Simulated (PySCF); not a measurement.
A side-by-side comparison of computed properties.

First species: C6H10F3P.
Cartesian coordinates in Å at the GFN2-xTB level; atoms count from 1:
```xyz
20
C6H10F3P angstrom
C     -2.013    1.100    0.731
C     -1.019    0.870   -0.401
C     -0.311   -0.489   -0.293
C     -1.259   -1.661   -0.548
P      1.037   -0.546   -1.599
C      2.437   -0.103   -0.795
C      2.625    0.228    0.637
F      2.357   -0.804    1.471
F      1.847    1.243    1.071
F      3.889    0.593    0.902
H     -1.517    1.000    1.694
H     -2.426    2.104    0.663
H     -2.835    0.391    0.686
H     -1.536    0.931   -1.363
H     -0.271    1.666   -0.373
H      0.118   -0.592    0.706
H     -0.717   -2.605   -0.516
H     -2.036   -1.695    0.211
H     -1.730   -1.568   -1.525
H      3.355   -0.054   -1.362
```

Second species: C₆H₁₀O₂.
SMILES with atom numbers: `[O:1]=[CH:2][CH:3]1[CH2:4][CH2:5][O:6][CH2:7][CH2:8]1` (hydrogens: H9 on C2; H10 on C3; H11, H12 on C4; H13, H14 on C5; H15, H16 on C7; H17, H18 on C8)

Structure used (GFN2-xTB), in Å, numbered top down from 1:
```xyz
18
C6H10O2 angstrom
O      2.076   -1.003    1.229
C      1.683    0.064    0.851
C      0.917    0.329   -0.420
C     -0.179    1.378   -0.203
C     -1.309    0.764    0.627
O     -1.846   -0.378    0.007
C     -0.878   -1.394   -0.134
C      0.303   -0.949   -0.999
H      1.899    0.987    1.429
H      1.663    0.732   -1.119
H      0.218    2.257    0.307
H     -0.579    1.686   -1.170
H     -0.928    0.504    1.629
H     -2.140    1.465    0.734
H     -1.398   -2.237   -0.595
H     -0.512   -1.701    0.856
H      1.049   -1.743   -1.024
H     -0.046   -0.755   -2.015
```

Levels: PBE0/pcSseg-1 for HOMO energy, LUMO energy and HOMO–LUMO gap. Geometries: GFN2-xTB. Each structure is a single optimised conformer of the isolated species, non-relativistic unless stated. Electronic properties by PySCF.

The conformers computed, where there is a choice (atom-mapped SMILES and torsion angles):
- `[CH3:1][CH2:2][C@@H:3]([CH3:4])/[P:5]=[CH:6]\[C:7]([F:8])([F:9])[F:10]`: C1–C2–C3–C4 69°, C2–C3–P5–C6 97°, P5–C6–C7–F8 63°

The conformers of `O=CC1CCOCC1` aren't listed.

Values for the first species:

| Item | Value |
| --- | --- |
| HOMO energy | -7.89 eV |
| LUMO energy | -2.37 eV |
| HOMO–LUMO gap | 5.52 eV |

Task: Estimate the same properties for the second species, and the change in each.

Result: 
```
     property     first    second  second less first
  HOMO energy  -7.89 eV  -7.23 eV           +0.66 eV
  LUMO energy  -2.37 eV  -0.85 eV           +1.52 eV
HOMO–LUMO gap   5.52 eV   6.38 eV           +0.86 eV
```

